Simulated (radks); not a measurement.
Valence configurations of Ce2+ (all share [Xe]). All-electron calculation, scalar-relativistic Kohn-Sham, LDA (Slater exchange, Perdew-Wang correlation), spin-unpolarised, spherical densities, point nucleus. Program: a radial shooting solver on a logarithmic mesh with Libxc functionals. Energies are relative to 4f2; eigenvalues in eV.

valence	E (eV)	e(4f)	e(5d)	e(6p)	e(6s)
4f2	0.000	-13.227	-	-	-
4f1 6s1	2.843	-21.030	-	-	-15.192
4f1.5 6s0.5	0.711	-16.899	-	-	-14.209
4f0.5 5d1 6s0.5	4.664	-22.896	-16.672	-	-14.966
4f1 5d1	1.532	-18.519	-15.027	-	-
5d2	7.438	-	-16.533	-	-
5d1 6p1	13.781	-	-19.137	-12.242	-
6p2	21.318	-	-	-13.481	-
4f1 6p1	6.807	-22.052	-	-11.780	-

NIST lists [Xe] 4f2 as the ground configuration; this level of theory agrees among the configurations tried. The energies are those of spherical spin-averaged densities, not of single terms.
